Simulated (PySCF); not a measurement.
C3H7ClOSi.
Numbering: `[CH3:1]/[CH:2]=[C:3](/[Cl:4])[O:5][SiH3:6]` (hydrogens: H7, H8, H9 on C1; H10 on C2; H11, H12, H13 on Si6)

Jobs on this species (13 atoms, 64 electrons) with PySCF (density fitting). Hardware of each: an Arm Neoverse V1 with one thread (shared host). Times come from a shared host and carry two figures at best. Peak memory is the resident size of the whole Python process, interpreter and libraries included.

```json
{"level and settings": "B3LYP/def2-TZVP", "work": "spin–spin couplings from 11 perturbed nuclei, spin–dipole term for 1 of them", "basis functions": "240", "SCF cycles": "?", "wall time": "?", "peak memory": "?"}
{"level and settings": "B3LYP/6-31G*", "work": "spin–spin couplings from 11 perturbed nuclei, spin–dipole term for 1 of them", "basis functions": "106", "SCF cycles": "13", "wall time": "12 s", "peak memory": "0.65 GiB"}
{"level and settings": "BLYP/pcSseg-1", "work": "shieldings", "basis functions": "151", "SCF cycles": "15", "wall time": "21 s", "peak memory": "0.78 GiB"}
{"level and settings": "HF/pcSseg-1", "work": "shieldings", "basis functions": "151", "SCF cycles": "11", "wall time": "7.4 s", "peak memory": "0.89 GiB"}
{"level and settings": "B97-2/pcSseg-1", "work": "shieldings", "basis functions": "151", "SCF cycles": "14", "wall time": "12 s", "peak memory": "0.82 GiB"}
{"level and settings": "B97-D/pcSseg-1", "work": "shieldings", "basis functions": "151", "SCF cycles": "16", "wall time": "22 s", "peak memory": "0.78 GiB"}
{"level and settings": "PBE0-D3(BJ)/def2-SVP, grid level 1", "work": "geometry optimisation from a GFN2-xTB start shaken at random", "basis functions": "127", "SCF cycles": "39", "wall time": "40 s", "peak memory": "0.53 GiB"}
{"level and settings": "wB97X-D/pcSseg-1", "work": "shieldings", "basis functions": "151", "SCF cycles": "14", "wall time": "17 s", "peak memory": "0.88 GiB"}
{"level and settings": "PBE0/6-31G", "work": "shieldings, charges and field gradients", "basis functions": "76", "SCF cycles": "13", "wall time": "7.3 s", "peak memory": "0.49 GiB"}
```

Problem. Fill in the missing figures.

Solution. 
- B3LYP/def2-TZVP; spin–spin couplings from 11 perturbed nuclei, spin–dipole term for 1 of them: 41 s, 1.0 GiB, 14 SCF cycles

Problem. What do all jobs in the table cost together?

Solution. About 3.0 min; the longest takes about 23 % of that, and about 5.6 times as long as the shortest.
